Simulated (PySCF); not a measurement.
Compound: C2H8B2F2Si.
Z-matrix (Å and degrees, PBE0-D3(BJ)/def2-SVP geometry), rows numbered from 1:
```
C 
B   1  1.5639
C   2  1.5645  1  121.79
Si  2  2.0335  1  119.63  3  -175.41
B   4  2.0268  2  101.15  1    92.34
F   5  1.3225  4  122.34  2   -84.16
F   5  1.3218  4  121.56  2    90.12
H   1  1.1001  2  115.06  3  -148.62
H   1  1.1104  2  104.38  3    96.32
H   1  1.1014  2  114.42  3   -19.57
H   3  1.1004  2  115.68  1  -152.02
H   3  1.1019  2  114.02  1   -22.93
H   3  1.1100  2  104.11  1    92.34
H   4  1.4982  2  112.99  1  -152.07
H   4  1.4973  2  114.60  1   -25.71
```

The closed-shell ground state was solved at several levels (PySCF, density fitting, gas phase, non-relativistic).

```tsv
level	basis functions	HOMO (eV)	LUMO (eV)	gap (eV)	dipole (D)
CAM-B3LYP/def2-SVPD	214	-9.01	-0.64	8.37	2.01
PBE0/pcSseg-1	166	-7.71	-1.75	5.96	1.91
```

Estimate the row for KT3/pcSseg-1, a basis of 166 functions; the other rows only guide the guess.

HOMO -6.61 eV, LUMO -2.57 eV, gap 4.04 eV, dipole 1.82 D.

Over all these levels, which gives the widest orbital gap and which the narrowest?

CAM-B3LYP/def2-SVPD (range-separated hybrid) has the widest, 8.37 eV, and KT3/pcSseg-1 (GGA) the narrowest, 4.04 eV. Functional and basis both differ between the two, so the spread mixes both effects.

How far do the dipole and the HOMO energy spread over the levels?

The dipole runs from 1.82 to 2.01 D (mean 1.91 D) and the HOMO from -9.01 to -6.61 eV.

One conformer stands for the species.
